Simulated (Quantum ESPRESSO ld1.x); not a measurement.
One sound ld1.x (Quantum ESPRESSO 7.5) input for neutral bromine gives E = -2603.1357 hartree in 27 iterations:

```
 &input
    zed=35.0,
    iswitch=1,
    rel=1,
    lsd=1,
    dft='SLA-VWN',
    config='[Ar] 3d10 4s2 4p5',
    prefix='ld1',
    max_out_wfc=37,
    file_charge='ld1.rho',
 /
```

Changed or added lines, one case at a time, and what came of them:

- config='[Ar] 3d10 4s2 4p5 5s3': refused. The program stops in el_config with "wrong occupancy:3": an s shell holds at most 2 electrons.
- zval=1: refused. The program stops in ld1_readin with "reading input namelist": the namelist holds a keyword that &input does not know.
- dft='B3LPY': silently wrong. The misspelt name is read as B3LYP (index line 7 12 9 7), and as for B3LYP no exact exchange is computed, so the numbers are not those of the hybrid.
- beta=0.001: not converged. So little new potential is mixed in that the limit of 200 iterations comes first; the energy is off by +0.1362 hartree.
- rmax=1000.0: harmless. The energy moves by less than 1e-5 hartree against the default mesh (-2603.1357 hartree).
- dft='TPSS': refused. The program stops in ld1_setup with "meta-GGA not implemented for LSDA": ld1.x has meta-GGAs only without spin and for rel = 0 or 1.
- config='[Ar] 3d10 4s2 4p5 8s1': refused. The program stops in el_config with "wrong main quantum number": the config string takes n from 1 to 7 alone.
